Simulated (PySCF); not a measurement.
# Adding and removing an electron: GaCl

RHF; PySCF, scalar-relativistic core potentials, basis sets Ga cc-pVDZ-PP with ECP10, Cl cc-pV(D+d)Z. Neutral (RHF): singlet (closed shell), Re = 2.256 Å, ωe = 351 cm⁻¹, De = 3.51 eV, HOMO -9.73 eV, LUMO 0.88 eV.

GaCl⁺ (UHF): doublet (σ ↑), Re = 2.103 Å, ωe = 409 cm⁻¹, De = 0.11 eV to Ga⁺ + Cl. The energies at the minima are -717.89112 hartree for GaCl and -717.56352 for GaCl⁺.

Q: Work out the adiabatic ionisation energy, without and with harmonic zero-point energies (1 hartree = 27.2114 eV, 1 eV = 8065.5 cm⁻¹), and the change of the bond length.

A: At HF: 0.32760 hartree = 8.914 eV between the minima; the zero-point term (409.0 − 351.0)/2 cm⁻¹ = +0.004 eV makes it 8.918 eV. Re changes by -15.3 pm against the neutral. Minus the HOMO energy is 9.73 eV, +0.82 eV from the value between the minima; Hartree–Fock orbital energies leave out relaxation and correlation. The electron leaves a σ orbital, and the shorter bond of the ion fits an antibonding orbital, or a change in how ionic the bond is.

Spin–orbit coupling is left out. For an ion De counts to the pair picked by the measured ionisation energies or electron affinities, which need not be the lowest pair at this level. Where the molecule has an RHF reference, its open-shell atoms are computed with UHF. Hartree–Fock leaves out correlation, which carries a large part of most bond energies and some tenths to 1 eV of ionisation energies. States were picked by a PBE0 search and need not be the measured ground states.

Neutral and ion stand on different kinds of reference determinant, which adds to the error of the difference.
